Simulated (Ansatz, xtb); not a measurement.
Isomers of C5H7FO in order of energy

11 gas-phase structures of C5H7FO, from a drawn sample of its isomers (lower ones may exist). Each was relaxed with GFN2-xTB; where two conformers were screened, the lower at r2SCAN-D4/def2-SVP is listed:

A. `C=C(F)/C=C\OC`, a singlet
B. `C=C(F)C(=C)OC`, a singlet
C. `C=C/C(F)=C\OC`, a singlet
D. `C=C(/C=C\F)OC`, a singlet
E. `CO/C=C/C=C/F`, a singlet
F. `C=C/C(=C/F)OC`, a singlet
G. `C=C/C=C(/F)OC`, a singlet
H. `C=C(/C=C/F)OC`, a singlet
I. `C=C/C(F)=C/OC`, a singlet
J. `C=C(F)/C=C/OC`, a singlet
K. `C=C/C(=C\F)OC`, a singlet

Question: Which do you expect lowest at r2SCAN-D4/def2-SVP, and how would the others follow?

Answer: Calculated order at r2SCAN-D4/def2-SVP: J (0.0), G (0.6), B (1.6), H (3.2), E (4.5), A (4.6), D (5.3), I (6.4), C (7.5), K (8.6), F (9.4) kcal/mol. Less than 1 kcal/mol parts J and G; G and B; E and A; A and D; K and F, so the order within those pairs means little.

Energies above the lowest of each column, in kcal/mol; the last columns are at PBE0-D3(BJ)/def2-SVP geometries and were run for some of them only (a dash: not run or not comparable):

| structure | GFN2-xTB | HF/STO-3G | r2SCAN-D4/def2-SVP | PBE0-D3(BJ)/def2-SVP | CCSD(T)/def2-SVP + ΔMP2/def2-TZVPP |
| --- | --- | --- | --- | --- | --- |
| J | 0.0 | 2.7 | 0.0 | 0.0 | 0.0 |
| G | 0.2 | 0.0 | 0.6 | 0.3 | 1.1 |
| B | 3.6 | 3.3 | 1.6 | 1.5 | 0.5 |
| H | 2.8 | 3.3 | 3.2 | 2.7 | 1.4 |
| E | 0.8 | 3.7 | 4.5 | 3.8 | 3.6 |
| A | 4.9 | 5.2 | 4.6 | – | – |
| D | 5.8 | 5.1 | 5.3 | – | – |
| I | 5.8 | 7.2 | 6.4 | – | – |
| C | 5.8 | 6.6 | 7.5 | – | – |
| K | 6.1 | 7.5 | 8.6 | – | – |
| F | 7.4 | 8.0 | 9.4 | – | – |

CCSD(T)/def2-SVP + ΔMP2/def2-TZVPP puts J lowest of those it was run on, with B within 1 kcal/mol; HF/STO-3G picks G. CCSD(T)/def2-SVP + ΔMP2/def2-TZVPP orders those it was run on as J (0.0), B (0.5), G (1.1), H (1.4), E (3.6) kcal/mol. Less than 1 kcal/mol parts J and B; B and G; G and H, so the order within those pairs means little. Some further structures that were screened fall inside this span and aren't listed. Flexible structures stand in one conformer each, not always the lowest. Frequencies (GFN2-xTB) were run for B, E, G, H, J alone. ΔMP2 is the change of the MP2 energy from the smaller to the larger basis.

Over these structures GFN2-xTB departs from r2SCAN-D4/def2-SVP by 1.2 kcal/mol on average once a common shift is removed. A GFN2-xTB relaxation took about 0.072 s and the r2SCAN-D4/def2-SVP energy about 3.3 s on a shared host (Ansatz 0.2.0, xtb 6.7.1).
